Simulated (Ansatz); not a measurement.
Cost and result for the atomization energy of `S[SiH2]C1BC1` (12 atoms, 12 bonds).

Z-matrix (Å, degrees):
```
Si
C 1 1.845
S 1 2.139 2 112.7
H 1 1.489 2 107.7 3 123.4
H 1 1.485 2 112.5 3 -116.7
C 2 1.556 1 117.6 3 -158.1
B 2 1.517 1 122.5 3 -88.7
H 2 1.090 1 113.1 3 58.7
H 3 1.344 1 94.4 2 56.2
H 6 1.087 2 118.5 1 -137.1
H 6 1.087 2 116.3 1 1.8
H 7 1.184 2 147.9 1 80.9
```

The species carries charge 0 and has multiplicity 1. The structure was optimised at the PBE0-D4/def2-TZVP level. It is one conformer, not always the lowest. Program: Ansatz. All runs use 4 threads of an Arm Neoverse V2 on a shared host. Times are those of one run each, without the atoms' runs, and a repeat can differ threefold. Electronic energies, without spin–orbit coupling; frozen cores. CCSD(T)/CBS adds CCSD(T) − MP2 in def2-TZVPP to the MP2 limit, and its time is that of the two runs behind it. T1 = 0.011. B3LYP takes the VWN-RPA correlation (the form of Gaussian; ORCA's B3LYP/G).

CCSD(T)/CBS is a level of theory with its own doubt, some kJ/mol a heavy atom from the limit and from the frozen cores, so smaller differences don't rank the functionals.

| level | functions | wall time |
| --- | --- | --- |
| PBE0-D4/def2-TZVPP | 275 | 2.9 s |
| PBE-D4/def2-TZVPP (with forces) | 275 | 2.9 s |
| r2SCAN-D4/def2-TZVPP (with forces) | 275 | 4.5 s |
| B3LYP-D4/def2-TZVPP (with forces) | 275 | 4.6 s |
| B2PLYP/def2-TZVPP | 275 | 5.5 s |
| ωB97X-V/def2-TZVPP | 275 | 7.5 s |
| ωB97M-V/def2-TZVPP (with forces) | 275 | 11 s |
| MP2/def2-QZVPP | 521 | 21 s |
| CCSD(T)/def2-TZVPP | 275 | 2.1 min |
| CCSD(T)/CBS(def2) | – | 2.4 min |

Problem. What atomization energy does each give, and how far from CCSD(T)/CBS? (Best estimate.)

Solution. The calculation gave: 
```tsv
level	atomization (kcal/mol)	difference from CCSD(T)/CBS	per bond
PBE0-D4/def2-TZVPP	1033.9	10.2	0.8
PBE-D4/def2-TZVPP (with forces)	1043.4	19.7	1.6
r2SCAN-D4/def2-TZVPP (with forces)	1034.8	11.1	0.9
B3LYP-D4/def2-TZVPP (with forces)	1026.4	2.7	0.2
B2PLYP/def2-TZVPP	1014.3	-9.4	-0.8
ωB97X-V/def2-TZVPP	1033.5	9.8	0.8
ωB97M-V/def2-TZVPP (with forces)	1033.5	9.8	0.8
MP2/def2-QZVPP	1026.9	3.2	0.3
CCSD(T)/def2-TZVPP	998.0	-25.7	-2.1
CCSD(T)/CBS(def2)	1023.7	0.0	0.0
```

From PBE to PBE0 (25 % exact exchange), in def2-TZVPP and without D4, the atomization energy moves by −8.6 kcal/mol: exact exchange takes away binding that semilocal exchange gives to molecules. In def2-TZVPP, CCSD(T) changes the Hartree–Fock value by +226.2 kcal/mol (the triples alone add +13.8 kcal/mol) and MP2 by +239.9 kcal/mol; breaking electron pairs costs correlation energy, which Hartree–Fock lacks. The D4 term adds +10.6 kcal/mol with B3LYP and +5.6 kcal/mol with PBE0; it sums over pairs of atoms, weighted by their polarisabilities, and B3LYP, whose exchange is more repulsive, gets the larger term.
